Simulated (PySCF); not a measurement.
A structure optimised at PBE-D3(BJ)/def2-SVP, used in a PySCF frequency run:

```
C
H 1 1.1140
C 1 1.5235 2 110.37
H 3 1.1108 1 111.60 2 59.49
H 3 1.1110 4 107.13 1 -122.00
H 3 1.1117 4 106.96 5 -114.58
C 1 1.5690 2 107.42 3 -132.04
H 7 1.1109 1 110.08 2 158.46
H 7 1.1119 8 107.61 1 128.22
C 7 1.5652 8 110.69 9 129.14
H 10 1.1086 7 117.98 8 -29.84
H 10 1.1105 11 108.29 7 126.45
B 10 1.5936 11 121.92 12 133.05
N 13 1.3974 10 133.65 11 -25.69
H 14 1.0207 13 123.37 10 -10.52
H 14 1.0209 15 113.71 13 -179.85
```
Charge 0, spin multiplicity 1.

Q: Write its SMILES and formula.

A: C[C@H]1CCB1N, C4H10BN

Q: What are its rotational constants (standard atomic weights)?

A: 4.2824, 3.4713, 2.0972 GHz
